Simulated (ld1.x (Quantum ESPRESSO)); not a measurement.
Te: excitation energies, all-electron against TM

- Element: tellurium (Te)
- Generator: ld1.x (Quantum ESPRESSO) 7.5
- Type: norm-conserving Troullier–Martins (Kleinman–Bylander form)
- Functional: LDA (PZ)
- Relativity: scalar-relativistic
- Frozen core: [Kr] 4d10
- Valence charge: 6
- Reference configuration: 5s2 5p3.75 (charge +0.25)
- Partial waves: 5s (bound): rc 1.80 bohr; 5p (bound): rc 2.00 bohr
- Local potential: all-electron potential smoothed inside 1.50 bohr (lloc = -1)
- Core correction: a·sin(br)/r model core, default radius (core density twice the valence density)

Energies are relative to the spin-unpolarised reference configuration 5s2 5p3.75; without spin polarisation the order of configurations can differ from experiment. Spin-polarised rows fill each open shell by Hund’s rule, majority spin first.

```tsv
valence configuration	charge	ΔE all-electron (eV)	error AE − PS (meV)
5s2 5p4	0	-1.758	+0.7
5s2 5p3	+1	8.158	+0.6
5s2 5p2	+2	26.332	+3.7
5s2 5p1	+3	53.564	-24
5s2 5p3.5	+0.5	2.227	-0.3
5s1 5p4	+1	18.088	+4.7
5s0 5p6	0	17.158	-11
5s2 5p4 (spin-polarised)	0	-2.237	+5.2
```

(1) What are ΔE and the potential's error for 5s2 5p3.75 (spin-polarised)?

Levels in the configuration 5s2 5p4 (spin-polarised):

```json
{"level": "5s up", "all-electron (eV)": "-15.762", "pseudo (eV)": "-15.776"}
{"level": "5p up", "all-electron (eV)": "-6.516", "pseudo (eV)": "-6.523"}
{"level": "5s down", "all-electron (eV)": "-14.774", "pseudo (eV)": "-14.771"}
{"level": "5p down", "all-electron (eV)": "-5.548", "pseudo (eV)": "-5.547"}
```

Note: ghost states, extra bound levels that the all-electron valence spectrum of the same l lacks: s at -85.3 eV, d at -12.2 eV. A true bound ghost makes a file unfit for plane-wave use.

Answers

(1) ΔE = -0.636 eV all-electron; the error (AE − PS) is +5.4 meV.
